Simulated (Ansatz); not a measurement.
Reaction (adduct formation): NH₃ + `[Br][Ag]` → `[NH3+][Ag-][Br]`

Computed with Ansatz on PBE0-D4/def2-TZVP structures; ΔE is electronic, products minus reactants. CCSD(T)/CBS is the MP2 limit (def2-TZVPP, def2-QZVPP) plus CCSD(T) − MP2 in def2-TZVPP, frozen cores. This one scheme is used for every species. DFT in def2-TZVPP. HSE06 is defined as in plane-wave codes. Elements past krypton have def2 core potentials. For Ag, Br outer-core shells are correlated without core-valence functions, which leaves a few kJ/mol of doubt a bond. Scalar relativity is left out up to krypton. Each species was taken in one conformer, which may not be the lowest.

```tsv
level	ΔE (kcal/mol)	difference from CCSD(T)/CBS
PBE-D4	-32.9	-0.9
revPBE-D4	-30.2	1.8
r2SCANh-D4	-33.4	-1.4
r2SCANh	-33.1	-1.1
HSE06	-30.3	1.7
HF/def2-SVP	-22.1	9.9
CCSD(T)/def2-SVP	-36.0	-4.0
MP2/def2-TZVPP	-33.9	-1.9
SCS-MP2/def2-QZVPP	-31.1	0.9
MP2/CBS(def2)	-35.1	-3.1
CCSD(T)/CBS	-32.0	0
```

Largest T1 diagnostic among the species: 0.016.

In def2-TZVPP, CCSD(T) changes the Hartree–Fock value by −12.2 kcal/mol (the triples alone add −1.6 kcal/mol) and MP2 by −15.4 kcal/mol. At CCSD(T), def2-SVP lies −4.0 kcal/mol from the extrapolated value and def2-TZVPP +1.2 kcal/mol. From r2SCAN to r2SCAN0 (25 % exact exchange), in def2-TZVPP and without D4, ΔE moves by +1.8 kcal/mol.
